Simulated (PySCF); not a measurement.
2-methylpyridine, C6H7N.
SMILES with atom numbers: `[CH3:1][c:2]1[cH:3][cH:4][cH:5][cH:6][n:7]1` (hydrogens: H8, H9, H10 on C1; H11 on C3; H12 on C4; H13 on C5; H14 on C6)

All values: PBE0/pcSseg-1 and CAM-B3LYP/def2-SVPD (PySCF, non-relativistic), on one gas-phase PBE0-D3(BJ)/def2-SVP geometry that isn't relaxed in the solvent. The solvent is an IEF-PCM continuum (Bondi radii, 1.10 Å for H, scaled by 1.2). The model holds no explicit solvent molecules, cavitation or dispersion.

Gas phase at PBE0/pcSseg-1: HOMO -7.30 eV, LUMO -0.66 eV, dipole 1.95 D.

Task: What does the continuum do to the energy, the frontier levels and the dipole at PBE0/pcSseg-1 in benzene, chloroform and dimethylsulfoxide?

Result: 
| solvent | ε | E(solvent) − E(gas) (kJ/mol) | polarisation term (kJ/mol) | distortion of the solute (kJ/mol) | HOMO (eV) | LUMO (eV) | dipole (D) |
| --- | --- | --- | --- | --- | --- | --- | --- |
| benzene | 2.271 | -8.39 | -9.05 | 0.66 | -7.34 | -0.67 | 2.29 |
| chloroform | 4.711 | -13.70 | -15.54 | 1.84 | -7.35 | -0.69 | 2.52 |
| dimethylsulfoxide | 46.83 | -19.72 | -23.72 | 4.00 | -7.37 | -0.72 | 2.81 |

The polarisation term is half the interaction of the solute with the surface charges that it induces; the rest is the cost of distorting the solute's density. The sum is the electrostatic part of solvation alone. From benzene to dimethylsulfoxide the lowering changes by a factor 2.35, Onsager's factor (ε − 1)/(2ε + 1) by 2.11 and ε itself by 20.6.

Task: Which radius a makes the point-dipole formula ΔE = −[(ε − 1)/(2ε + 1)]·μ²/a³ give the value in dimethylsulfoxide, with the gas-phase dipole?

Result: μ = 0.767 au and |ΔE| = 0.00751 Eh give a = 1.78 Å; the farthest nucleus lies 3.12 Å from the centroid of the nuclei, so such a sphere wouldn't even hold the nuclei. The formula assumes a rigid point dipole at the centre of a sphere.

Task: Which Mulliken charges (PBE0/pcSseg-1) respond most in benzene (means over atoms taken as equivalent)?

Result: 
```
atoms                          environment  gas (e)  solvent (e)  change
   N7               pyridine-type nitrogen   -0.434       -0.456  -0.022
  H12                    aromatic hydrogen   +0.103       +0.112  +0.009
  H11                    aromatic hydrogen   +0.087       +0.095  +0.008
  H13                    aromatic hydrogen   +0.101       +0.109  +0.008
  H14                    aromatic hydrogen   +0.105       +0.112  +0.007
   C6  aromatic CH next to a ring nitrogen   +0.143       +0.138  -0.005
```

Task: How do the nuclear quadrupole coupling constants eQVzz/h respond in benzene?

Result: 
| nucleus | Q (barn) | gas (MHz) | solvent (MHz) | η gas | η solvent |
| --- | --- | --- | --- | --- | --- |
| 14N at N7 | 0.02044 | -5.34 | -5.24 | 0.32 | 0.31 |

Gas phase at CAM-B3LYP/def2-SVPD: HOMO -8.54 eV, LUMO 0.37 eV, dipole 1.99 D.

Task: What does the continuum do to the energy, the frontier levels and the dipole at CAM-B3LYP/def2-SVPD in benzene and chloroform?

Result: 
```tsv
solvent	ε	E(solvent) − E(gas) (kJ/mol)	polarisation term (kJ/mol)	distortion of the solute (kJ/mol)	HOMO (eV)	LUMO (eV)	dipole (D)
benzene	2.271	-7.95	-8.66	0.71	-8.52	0.38	2.36
chloroform	4.711	-13.05	-15.08	2.03	-8.52	0.37	2.63
```

Task: How does the static polarisability (CAM-B3LYP/def2-SVPD, frozen core, with the continuum's full static response) change?

Result: 
| medium | isotropic (au) | principal values (au) | ⟨r²⟩ of the electrons (bohr²) |
| --- | --- | --- | --- |
| gas | 75.2 | 48.3, 80.7, 96.6 | 686.1 |
| benzene | 86.9 | 54.6, 94.5, 111.5 | 685.5 |
| chloroform | 94.9 | 59.7, 104.2, 120.7 | 685.1 |

The isotropic value in chloroform is 1.26 times the gas-phase one; no cavity-field correction is applied. ⟨r²⟩ is taken about the centre of nuclear charge.
